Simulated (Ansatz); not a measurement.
Mulliken charges of CH$_{4}$F$_{2}$Si, SMILES `FC[SiH2]F` from B3LYP/def2-TZVPP in Ansatz (PBE0-D4/def2-TZVP geometry).

```tsv
atom	x (Å)	y (Å)	z (Å)	charge (e)
F1	-0.723	1.652	-0.701	-0.248
C2	-0.228	0.872	0.336	-0.024
Si3	0.286	-0.832	-0.273	0.578
F4	-1.009	-1.675	-0.683	-0.327
H5	-0.998	0.800	1.112	0.094
H6	0.635	1.388	0.776	0.090
H7	0.967	-1.539	0.841	-0.087
H8	1.161	-0.723	-1.463	-0.076
```

By hand: the dipole of these point charges (1 e Å = 4.8032 D).

Σ q r = (0.471, 0.025, 0.444) e Å, of length 0.648 e Å = 3.11 D.

How does the dipole of the full density compare? (Best estimate.)

Computed: (0.308, 0.003, 0.340) e Å, 2.20 D; the point charges give 1.41 times that, at 5° from its direction.

Point charges leave out the atoms' own dipoles, such as those of lone pairs, and Mulliken's split depends on the basis, so the two needn't agree.

B3LYP here is the variant with VWN-RPA as its local correlation; programs differ in this.
